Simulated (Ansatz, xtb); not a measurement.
# Isomers of CH4BrSi in order of energy

4 gas-phase structures of CH4BrSi, found in a search over its isomers (lower ones may exist). Each was relaxed with GFN2-xTB; where two conformers were screened, the lower at r2SCAN-D4/def2-SVP//GFN2-xTB is listed:

A. `[CH2][SiH2]Br`, a doublet
B. `[SiH2]CBr`, a doublet
C. `C[SiH]Br`, a doublet
D. `[SiH3][CH]Br`, a doublet

Problem. Estimate their order in r2SCAN-D4/def2-SVP//GFN2-xTB energy at these geometries, lowest first.

Solution. Calculated order at r2SCAN-D4/def2-SVP//GFN2-xTB: C (0.000), A (0.601), B (1.779), D (1.946) eV.

Energies above the lowest of each column, in eV; the last columns are at r2SCAN-D4/def2-SVP geometries and were run for some of them only (a dash: not run or not comparable):

```csv
structure,GFN2-xTB,HF/STO-3G,r2SCAN-D4/def2-SVP//GFN2-xTB,r2SCAN-D4/def2-SVP,CCSD(T)/def2-SVP + ΔMP2/def2-TZVPP
C,0.000,0.000,0.000,0.000,0.000
A,0.608,0.339,0.601,0.577,0.531
B,1.480,1.782,1.779,–,–
D,1.653,1.502,1.946,–,–
```

Every level run on C puts it lowest or level with the lowest. Flexible structures stand in one conformer each, not always the lowest. Frequencies (r2SCAN-D4/def2-SVP) were run for A, C alone. Open shells are spin-unrestricted. ΔMP2 is the change of the MP2 energy from the smaller to the larger basis.

Over these structures GFN2-xTB departs from r2SCAN-D4/def2-SVP//GFN2-xTB by 0.150 eV on average once a common shift is removed. A GFN2-xTB relaxation took about 0.065 s and the r2SCAN-D4/def2-SVP//GFN2-xTB energy about 2.6 s on a shared host (Ansatz 0.2.0, xtb 6.7.1).
